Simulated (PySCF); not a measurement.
BGeH$_{5}$N, AlBGeH$_{4}$N (calculated)

All values are calculated (PySCF 2.14.0). Calculation on a computer-drawn molecule: the log of a Hartree-Fock and frozen-core CCSD(T) single point meant for a local Hartree-Fock minimum, with one planted fault or none, to be diagnosed. Offsets are logged minus clean, where the clean run is the same molecule without the fault. The reference is restricted for singlets and unrestricted otherwise, and also for a bond in bohr or an excited solution. Adding or removing an electron swaps singlet and doublet. The excited solution moves the top pair (singlet) or top alpha electron (doublet) to the lowest empty orbital. Highest occupied and lowest empty are orbital energies over both spins, largest force is the largest gradient component, triples share is (T) over the correlation energy, the T1 limit is 0.02 restricted and 0.045 unrestricted, electrons count all cores, a negative frequency is imaginary (commonest isotopes), and the dipole is about the centre of nuclear charge; on germanium a core potential holds 10 electrons, which the energies leave out, and 3d is frozen in MP2 and coupled-cluster steps.

Common to all runs: meant charge 1; meant multiplicity 1; meant basis and core potential on germanium cc-pVDZ-PP ECP10MDF; logged SCF converged yes; possible faults no fault, one electron removed, one electron added, multiplicity raised by two, geometry at a saddle point, SCF held on an excited solution, minimal basis STO-3G, one bond length entered in bohr, all coordinates scaled.

```yaml
- entry: 1
  formula: BGeH5N
  logged_structure:
    atoms_angstrom:
      - [B, 1.6491, 0.4158, -0.3837]
      - ["N", 2.421, -0.0054, -1.3365]
      - [Ge, 2.1272, -1.6067, -2.5097]
      - [H, 0.9201, 0.7562, 0.4663]
      - [H, 3.2727, 0.5053, -1.5363]
      - [H, 0.8125, -2.1333, -1.9742]
      - [H, 2.0729, -0.9822, -3.8851]
      - [H, 3.3452, -2.4476, -2.2033]
  given:
    meant_basis: cc-pVDZ
    logged_electrons: 48
    logged_basis_functions: 76
    logged_spin_squared: 2.021
    "logged_highest_occupied [eV]": -12.648
    "logged_lowest_empty [eV]": -7.1218
    "logged_largest_force [hartree/bohr]": 0.142
    logged_T1_diagnostic: 0.026451
    logged_D1_diagnostic: 0.12751
    logged_triples_share: 0.023598
    logged_CC_converged: "yes"
    "logged_dipole_magnitude [debye]": 2.761
    logged_SCF_stable_within_its_kind: "yes"
    "logged_energy_HF [hartree]": -375.01677
    "logged_energy_CCSD(T) [hartree]": -375.35866
    drawn_bonds_atom: [1, 2, 1, 2, 3, 3, 3]
    drawn_bonds_other_atom: [2, 3, 4, 5, 6, 7, 8]
    drawn_bonds_order: [1, 1, 1, 1, 1, 1, 1]
  results:
    planted_fault: "multiplicity raised by two"
    "HF_energy_offset_from_clean_run [kcal/mol]": 108.8
    "CCSD(T)_energy_offset_from_clean_run [kcal/mol]": 130.0
- entry: 2
  formula: AlBGeH4N
  logged_structure:
    atoms_angstrom:
      - [B, -0.8187, 2.9262, 0.6113]
      - ["N", -0.3179, 1.8325, 0.2167]
      - [Al, 0.3538, 0.3657, -0.3125]
      - [Ge, 1.3569, -1.8255, -1.103]
      - [H, -1.2813, 3.9367, 0.9758]
      - [H, 2.8509, -1.6447, -0.907]
      - [H, 0.9294, -1.9297, -2.5555]
      - [H, 0.7336, -2.8705, -0.1959]
  given:
    meant_basis: "cc-pV(D+d)Z"
    logged_electrons: 60
    logged_basis_functions: 94
    logged_spin_squared: 0.0
    "logged_highest_occupied [eV]": -9.381
    "logged_lowest_empty [eV]": -10.485
    "logged_largest_force [hartree/bohr]": 0.077644
    logged_CC_converged: "no"
    "logged_dipole_magnitude [debye]": 2.3533
    logged_SCF_stable_within_its_kind: "no"
    "logged_energy_HF [hartree]": -616.07223
    drawn_bonds_atom: [1, 2, 3, 1, 4, 4, 4]
    drawn_bonds_other_atom: [2, 3, 4, 5, 6, 7, 8]
    drawn_bonds_order: [1, 2, 1, 1, 1, 1, 1]
  results:
    planted_fault: "SCF held on an excited solution"
    "HF_energy_offset_from_clean_run [kcal/mol]": 318.9
  notes: ["CCSD not converged"]
```
